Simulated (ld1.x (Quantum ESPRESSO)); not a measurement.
## Which change was made? (Tm, TM)

```json
{"Element": "thulium (Tm)", "Generator": "ld1.x (Quantum ESPRESSO) 7.5", "Type": "norm-conserving Troullier–Martins (Kleinman–Bylander form)", "Functional": "PBEsol", "Relativity": "scalar-relativistic", "Frozen core": "[Kr] 4d10", "Valence charge": "23", "Reference configuration": "4f13 5s2 5p6 5d0 6s1 6p0 (charge +1)", "Partial waves": "5p (bound): rc 2.35 bohr; 5d (bound, empty): rc 3.30 bohr; 4f (bound): rc 1.00 bohr; 5s (bound): rc 1.50 bohr", "Local potential": "the s channel", "Core correction": "none"}
```

Occupied shells without a wave of their own: 6s. They enter only through the test configuration that unscreens the potential.

Cutoffs, loose and tight: the cutoffs (Ry, on a coarse ladder) from which the occupation-weighted sum of valence levels, in a spherical-Bessel basis at the reference potential, stays within 10 and 1 mRy of its value at 400 Ry. They do not see the model core or the augmentation charge, which bear on the density cutoff. Test errors are all-electron minus pseudo excitation energies from the reference, over the configurations 4f13 5s2 5p6 5d0 6s2 6p0; 4f13 5s2 5p6 5d0 6s0 6p0; 4f12 5s2 5p6 5d0 6s0 6p0; 4f12 5s2 5p6 5d1 6s2 6p0; 4f12 5s2 5p6 5d0 6s2 6p0; 4f13 5s2 5p6 5d1 6s1 6p0; 4f13 5s2 5p6 5d0 6s0 6p2; variants that change the core or the reference have their own tests. The largest error is taken over the tests solved by every variant that gives reliable tests at all, those not shown here included: 4f12 5s2 5p6 5d0 6s0 6p0; 4f12 5s2 5p6 5d0 6s2 6p0; 4f12 5s2 5p6 5d1 6s2 6p0; 4f13 5s2 5p6 5d0 6s0 6p0; 4f13 5s2 5p6 5d0 6s0 6p2; 4f13 5s2 5p6 5d0 6s2 6p0.

The base gives: outcome: generated, misses its reference levels by 0.19 eV; cutoff, loose: over 300 Ry; cutoff, tight: over 300 Ry; bound ghosts: none; largest test error (meV): -447.

On the changes marked as counting shells twice: ld1.x takes every shell without a wave as core, so the model core holds the marked electrons as well and exchange and correlation see them twice. This cancels in the reference configuration, but the file is broken for other ones, and its errors say nothing about a proper core correction.

**Question.** After one change the result is: outcome: generated, misses its reference levels by 0.33 eV; cutoff, loose: over 300 Ry; cutoff, tight: over 300 Ry; bound ghosts: none; largest test error (meV): +841. Which change was it?
A. wave 5s (bound): rc 1.50 bohr becomes 5s (bound): rc 1.68 bohr
B. local potential all-electron potential smoothed inside 1.45 bohr (lloc = -1)
C. core correction a·sin(br)/r model core inside 0.62 bohr (6s counted twice)
D. all radii scaled by about 1.04 (s 1.56, p 2.42, d 3.42, f 1.04 bohr)

**Answer.** B. The others give: core correction a·sin(br)/r model core inside 0.62 bohr (6s counted twice) → outcome: generated, misses its reference levels by 0.19 eV; cutoff, loose: over 300 Ry; cutoff, tight: over 300 Ry; bound ghosts: none; largest test error (meV): -728 | wave 5s (bound): rc 1.50 bohr becomes 5s (bound): rc 1.68 bohr → outcome: generated, misses its reference levels by 0.42 eV; cutoff, loose: over 300 Ry; cutoff, tight: over 300 Ry; bound ghosts: none; largest test error (meV): -945 | all radii scaled by about 1.04 (s 1.56, p 2.42, d 3.42, f 1.04 bohr) → outcome: generated, misses its reference levels by 0.23 eV; cutoff, loose: over 300 Ry; cutoff, tight: over 300 Ry; bound ghosts: none; largest test error (meV): -531.
